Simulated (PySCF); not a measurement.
C5H5 (SMILES [CH]1C=CC=C1), doublet, geometry from GFN2-xTB; PySCF with R2SCAN/6-31G.

Input for PySCF:
```python
from pyscf import gto, scf, dft

mol = gto.M(
    atom='''
C     0.08089139   -1.13832774   -0.30412810
C    -1.08301797   -0.49352936    0.18571370
C    -0.76623414    0.81383657    0.41864055
C     0.63682497    1.00724780    0.06790029
C     1.13146724   -0.18826332   -0.36786890
H     0.15454150   -2.17475403   -0.58103110
H    -2.03446684   -0.96603002    0.33925170
H    -1.41218440    1.58601889    0.79282883
H     1.16156237    1.94080902    0.14943712
H     2.13095837   -0.39182755   -0.70203180
''',
    basis='6-31g',
    spin=1,
    verbose=5,
)

mf = dft.UKS(mol)
mf.xc = 'r2scan'
mf.kernel()
mf.analyze()
```

It wrote (shortened):

```
PySCF version 2.14.0

[INPUT] verbose = 5
[INPUT] max_memory = 4000
[INPUT] num. atoms = 10
[INPUT] num. electrons = 35
[INPUT] charge = 0
[INPUT] spin (= nelec alpha-beta = 2S) = 1
[INPUT] symmetry False subgroup None
[INPUT] Mole.unit = angstrom
[INPUT] Symbol           X                Y                Z      unit          X                Y                Z       unit  Magmom
[...]
[INPUT] ---------------- BASIS SET ----------------
[INPUT] l, kappa, [nprim/nctr], expnt,             c_1 c_2 ...
[INPUT] H
[...]
                                2.8253937         0.23472695
                                0.6401217         0.81375733
[...]
[INPUT] C
[...]
                                457.36951         0.0140373
                                103.94869         0.0688426
                                29.210155         0.2321844
                                9.286663          0.4679413
                                3.163927          0.362312
[...]
                                1.8812885         -0.1608542
                                0.5442493         1.1434564
[...]
                                1.8812885         0.316424
                                0.5442493         0.7443083
[...]
nuclear repulsion = 150.049329405826
number of shells = 35
number of NR pGTOs = 130
number of NR cGTOs = 55
basis = 6-31g
ecp = {}

******** <class 'pyscf.dft.uks.UKS'> ********
method = UKS
initial guess = minao
damping factor = 0
level_shift factor = 0
DIIS = <class 'pyscf.scf.diis.CDIIS'>
diis_start_cycle = 1
diis_space = 8
diis_damp = 0
SCF conv_tol = 1e-09
SCF conv_tol_grad = None
SCF max_cycles = 50
direct_scf = True
direct_scf_tol = 1e-13
number electrons alpha = 18  beta = 17
XC library pyscf.dft.libxc version 7.1.2
    S. Lehtola, C. Steigemann, M. J. T. Oliveira, and M. A. L. Marques,  SoftwareX 7, 1–5 (2018)
XC functionals = r2scan
    J. W. Furness, A. D. Kaplan, J. Ning, J. P. Perdew, and J. Sun,  J. Phys. Chem. Lett. 11, 8208–8215 (2020)
    J. W. Furness, A. D. Kaplan, J. Ning, J. P. Perdew, and J. Sun,  J. Phys. Chem. Lett. 11, 9248–9248 (2020)
    J. W. Furness, A. D. Kaplan, J. Ning, J. P. Perdew, and J. Sun,  J. Phys. Chem. Lett. 11, 8208–8215 (2020)
    J. W. Furness, A. D. Kaplan, J. Ning, J. P. Perdew, and J. Sun,  J. Phys. Chem. Lett. 11, 9248–9248 (2020)
radial grids:
    Treutler-Ahlrichs [JCP 102, 346 (1995); DOI:10.1063/1.469408] (M4) radial grids

becke partition: Becke, JCP 88, 2547 (1988); DOI:10.1063/1.454033
pruning grids: <function nwchem_prune>
grids dens level: 3
symmetrized grids: False
atomic radii adjust function: <function treutler_atomic_radii_adjust>
small_rho_cutoff = 0
Set gradient conv threshold to 3.16228e-05
atom C rad-grids = 75, ang-grids = [ 50  50  50  50  50  50  50  50  50  50  50  50  50  50  50  50  50  50
  50  50  50  50  86  86  86  86  86  86  86  86  86  86 266 266 266 266
 266 266 302 302 302 302 302 302 302 302 302 302 302 302 302 302 302 302
 302 302 302 302 266 266 266 266 266 266 266 266 266 266 266 266 266 266
 266 266 266]
atom H rad-grids = 50, ang-grids = [ 50  50  50  50  50  50  50  50  50  50  50  50  50  50  50  86  86  86
  86 266 266 266 266 266 302 302 302 302 302 302 302 302 302 302 302 302
 302 266 266 266 266 266 266 266 266 266 266 266 266 266]
tot_boxes 2640, boxes in each direction [14 13  9]
Padding 2 grids
tot grids = 119632
nelec by numeric integration = [17.49255478 17.49255478]
E1 = -553.6062909099393  E2 = 209.6117200906434  Ecoul = 238.32872804675532  Exc = -28.717007956111935
init E= -193.945241413469
cond(S) = 2834.7748761415464

  alpha mo_energy =
[-10.14626917 -10.1462565  -10.14249579 -10.14232551 -10.14018958
  -0.9405253   -0.77500377  -0.74899071  -0.59177262  -0.59085455
  -0.57244042  -0.45213216  -0.43347665  -0.42901359  -0.42233276
  -0.41891166  -0.27530829  -0.25271215  -0.02103085  -0.02011967
   0.06209022   0.12086542   0.12623605   0.12679018   0.12958036
   0.15118352   0.18092507   0.30359479   0.30464746   0.37239454
   0.48968858   0.53189493   0.53774365   0.54545751   0.55994288
   0.56772537   0.56784444   0.58716593   0.63416054   0.63427501
   0.63763027   0.81522022   0.81840417   0.83602528   0.8423055
   0.84965135   0.90686898   0.92727351   0.95257079   1.11900585
   1.12036226   1.22025984   1.24551106   1.48924592   1.49099127]
  beta  mo_energy =
[-10.14626917 -10.1462565  -10.14249579 -10.14232551 -10.14018958
  -0.9405253   -0.77500377  -0.74899071  -0.59177262  -0.59085455
  -0.57244042  -0.45213216  -0.43347665  -0.42901359  -0.42233276
  -0.41891166  -0.27530829  -0.25271215  -0.02103085  -0.02011967
   0.06209022   0.12086542   0.12623605   0.12679018   0.12958036
   0.15118352   0.18092507   0.30359479   0.30464746   0.37239454
   0.48968858   0.53189493   0.53774365   0.54545751   0.55994288
   0.56772537   0.56784444   0.58716593   0.63416054   0.63427501
   0.63763027   0.81522022   0.81840417   0.83602528   0.8423055
   0.84965135   0.90686898   0.92727351   0.95257079   1.11900585
   1.12036226   1.22025984   1.24551106   1.48924592   1.49099127]
multiplicity <S^2> = 0.75  2S+1 = 2
nelec by numeric integration = [18.00000528 17.00000444]
E1 = -558.4721962080071  E2 = 215.17126936137728  Ecoul = 244.2631991314481  Exc = -29.091929770070802
cycle= 1 E= -193.251597440803  delta_E= 0.694  |g|= 0.259  |ddm|= 2.23
  alpha mo_energy =
[-10.00853766  -9.94298318  -9.94282359  -9.863956    -9.8639489
  -0.76823121  -0.62617009  -0.6029195   -0.47388335  -0.46324194
  -0.43618     -0.3099226   -0.30271011  -0.29540658  -0.28521809
  -0.27958358  -0.1604698   -0.12905237   0.09914858   0.09993138
   0.13357552   0.19081863   0.19938722   0.21228997   0.21768136
   0.26330032   0.29383509   0.40162448   0.40415201   0.48622706
   0.59267501   0.62107497   0.64596244   0.65708194   0.66701411
   0.67436556   0.68274095   0.70571012   0.74087021   0.74167931
   0.77515926   0.91210777   0.92829168   0.96138217   0.96802132
[...]
converged SCF energy = -193.294557149294  <S^2> = 0.78017356  2S+1 = 2.0299493
Total Energy =                        -193.294557149294178
[...]
1 C 3px          0.18890   0.38657   0.21117  -0.27883  -0.26827
1 C 3py         -0.02725   0.27184  -0.14504  -0.19996  -0.04227
1 C 3pz         -0.06038  -0.04266  -0.09581   0.02980   0.06576
2 C 1s           0.00295   0.00106  -0.00150   0.00089   0.00224
2 C 2s          -0.09377  -0.03965   0.05033  -0.02893  -0.08192
2 C 3s           0.41262   0.09144  -0.12728   0.14016   0.37400
2 C 2px         -0.09325   0.01480  -0.05940   0.03408   0.02342
2 C 2py          0.14300  -0.06245   0.03387   0.01306  -0.03209
2 C 2pz          0.06180  -0.01963   0.02523  -0.00645  -0.01458
2 C 3px         -0.16883   0.03217  -0.35380   0.17721   0.21308
2 C 3py          0.22005  -0.35422   0.18831  -0.03528  -0.29720
2 C 3pz          0.10230  -0.09662   0.14700  -0.05905  -0.13393
3 C 1s          -0.00294  -0.00106  -0.00150   0.00090  -0.00224
3 C 2s           0.09373   0.03964   0.05034  -0.02936   0.08176
3 C 3s          -0.41248  -0.09140  -0.12731   0.14211  -0.37325
3 C 2px         -0.07132   0.00571   0.05349  -0.03535   0.01826
3 C 2py         -0.16561   0.06526   0.04947   0.00330   0.03788
3 C 2pz         -0.02065   0.01450  -0.00297   0.01086   0.00417
3 C 3px         -0.13444  -0.01845   0.32044  -0.16968   0.16622
3 C 3py         -0.26186   0.35601   0.28142  -0.08481   0.34917
3 C 3pz         -0.02649   0.09317  -0.02151   0.02725   0.03903
4 C 1s           0.00211  -0.00155   0.00055  -0.00201   0.00157
4 C 2s          -0.07402   0.05889  -0.01858   0.07602  -0.05714
4 C 3s           0.27633  -0.10164   0.03677  -0.32407   0.24729
4 C 2px          0.10216   0.07935  -0.02745   0.03188  -0.03328
4 C 2py         -0.07342  -0.02875  -0.03334  -0.02257  -0.02417
4 C 2pz         -0.04715  -0.02964  -0.00044  -0.01463   0.00348
4 C 3px          0.18121   0.41740  -0.18652   0.30299  -0.26741
4 C 3py          0.07834  -0.16092  -0.19995  -0.11979  -0.03243
4 C 3pz         -0.03212  -0.15830   0.00359  -0.11565   0.06794
5 H 1s          -0.00002  -0.00002   0.08628   0.07365   0.00019
5 H 2s           0.00006   0.00005  -0.20802  -0.16673  -0.00044
6 H 1s           0.03949   0.07939   0.01941  -0.06792  -0.04979
6 H 2s          -0.12065  -0.20191  -0.04991   0.15512   0.11263
7 H 1s          -0.05528   0.05455  -0.06439   0.02413   0.07392
7 H 2s           0.18143  -0.13390   0.15726  -0.05317  -0.16699
8 H 1s           0.05525  -0.05452  -0.06442   0.02451  -0.07379
8 H 2s          -0.18135   0.13383   0.15732  -0.05405   0.16670
9 H 1s          -0.03944  -0.07940   0.01938  -0.06818   0.04943
9 H 2s           0.12051   0.20193  -0.04985   0.15572  -0.11182

To work with the spin densities directly, `use mulliken_meta_spin()` only printing them here.

 ** Mulliken spin pop alpha/beta on meta-lowdin orthogonal AOs **
 ** Mulliken Spin Density (per AO)  **
spin_pop of  0 C 1s       -0.00001
spin_pop of  0 C 2s        0.03395
spin_pop of  0 C 3s       -0.00084
spin_pop of  0 C 2px       0.05068
spin_pop of  0 C 2py       0.04170
spin_pop of  0 C 2pz       0.46565
spin_pop of  0 C 3px      -0.00010
spin_pop of  0 C 3py      -0.00005
spin_pop of  0 C 3pz       0.00122
spin_pop of  1 C 1s        0.00000
spin_pop of  1 C 2s       -0.01065
spin_pop of  1 C 3s        0.00020
spin_pop of  1 C 2px      -0.01596
spin_pop of  1 C 2py      -0.01619
spin_pop of  1 C 2pz      -0.07819
spin_pop of  1 C 3px       0.00007
spin_pop of  1 C 3py       0.00018
spin_pop of  1 C 3pz      -0.00023
spin_pop of  2 C 1s       -0.00001
spin_pop of  2 C 2s        0.01682
spin_pop of  2 C 3s       -0.00042
spin_pop of  2 C 2px       0.02219
spin_pop of  2 C 2py       0.02435
spin_pop of  2 C 2pz       0.28139
spin_pop of  2 C 3px      -0.00003
spin_pop of  2 C 3py       0.00003
spin_pop of  2 C 3pz       0.00091
spin_pop of  3 C 1s       -0.00001
spin_pop of  3 C 2s        0.01682
spin_pop of  3 C 3s       -0.00042
spin_pop of  3 C 2px       0.02195
spin_pop of  3 C 2py       0.02484
spin_pop of  3 C 2pz       0.28120
spin_pop of  3 C 3px      -0.00003
spin_pop of  3 C 3py       0.00002
spin_pop of  3 C 3pz       0.00091
spin_pop of  4 C 1s        0.00000
spin_pop of  4 C 2s       -0.01065
spin_pop of  4 C 3s        0.00020
spin_pop of  4 C 2px      -0.01460
spin_pop of  4 C 2py      -0.01884
spin_pop of  4 C 2pz      -0.07693
spin_pop of  4 C 3px       0.00006
spin_pop of  4 C 3py       0.00020
spin_pop of  4 C 3pz      -0.00024
spin_pop of  5 H 1s       -0.02267
spin_pop of  5 H 2s        0.00010
spin_pop of  6 H 1s        0.00396
spin_pop of  6 H 2s       -0.00005
spin_pop of  7 H 1s       -0.01328
spin_pop of  7 H 2s        0.00006
spin_pop of  8 H 1s       -0.01328
spin_pop of  8 H 2s        0.00006
spin_pop of  9 H 1s        0.00396
spin_pop of  9 H 2s       -0.00005
 ** Mulliken Spin Density (per atom)  **
spin density of  0 C =      0.59222
spin density of  1 C =     -0.12077
spin density of  2 C =      0.34524
spin density of  3 C =      0.34530
spin density of  4 C =     -0.12080
spin density of  5 H =     -0.02257
spin density of  6 H =      0.00391
spin density of  7 H =     -0.01322
spin density of  8 H =     -0.01323
spin density of  9 H =      0.00391
 ** Mulliken pop alpha/beta on meta-lowdin orthogonal AOs **
 ** Mulliken pop       alpha | beta **
In total            18.00000 | 17.00000
 ** Mulliken atomic charges   ( Nelec_alpha | Nelec_beta ) **
charge of  0C =     -0.03990  (     3.31606      2.72384 )
charge of  1C =     -0.19029  (     3.03476      3.15553 )
charge of  2C =     -0.09881  (     3.22202      2.87679 )
charge of  3C =     -0.09890  (     3.22210      2.87680 )
charge of  4C =     -0.19020  (     3.03470      3.15550 )
charge of  5H =      0.12606  (     0.42569      0.44826 )
charge of  6H =      0.12132  (     0.44130      0.43738 )
charge of  7H =      0.12470  (     0.43104      0.44426 )
charge of  8H =      0.12471  (     0.43103      0.44426 )
charge of  9H =      0.12131  (     0.44130      0.43739 )
Dipole moment(X, Y, Z, Debye):  0.00109, -0.01237, -0.00337
```
